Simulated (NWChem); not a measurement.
Species: BO cation

```xyz
2

B      0.0000     0.0000    -0.7253
O      0.0000     0.0000     0.4611
```
Atoms are numbered in this order, from 1.

All runs: NWChem. Structure relaxed at the PBE0/def2-SVP level. Vzz is the largest principal value of the second derivative of the potential at the nucleus (NWChem prints the opposite sign); η is the asymmetry. Non-relativistic.

### Question
Estimate the computed values for CAM-B3LYP/def2-SVP. Quantities: Vzz B1 (a.u.); η B1.

### Answer
```yaml
Vzz B1 (a.u.): 0.243
"η B1": 0.00
```
